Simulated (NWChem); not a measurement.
CH$_{5}$O$_{2}$Sb; SMILES [Sb]([OH])([OH])[CH3]

```xyz
9

Sb    -0.0839     0.0650     0.3829
C      1.7167    -0.8151    -0.4736
H      2.0905    -1.6475     0.1539
H      2.5017    -0.0400    -0.5677
H      1.4336    -1.2072    -1.4704
O     -1.1803    -1.1876    -0.7738
H     -2.1215    -1.0883    -0.5296
O     -0.0900     1.7018    -0.7997
H      0.2351     1.4457    -1.6868
```
Atoms are numbered in this order, from 1.

Program: NWChem. The geometry was optimised at PBE-D3(BJ)/def2-SVP. def2 effective core potentials on Sb; no spin-orbit coupling.

For level Hartree-Fock/def2-SVP (core potentials):

| Quantity | Value |
|---|---|
| highest occupied level (eV) | -9.83 |
| orbital gap (eV) | 12.40 |
| dipole (D) | 1.73 |

Question: How do the values read with level Hartree-Fock/STO-3G (all-electron, non-relativistic) instead?

Answer: 
- highest occupied level (eV) = -6.71
- orbital gap (eV) = 14.63
- dipole (D) = 0.59
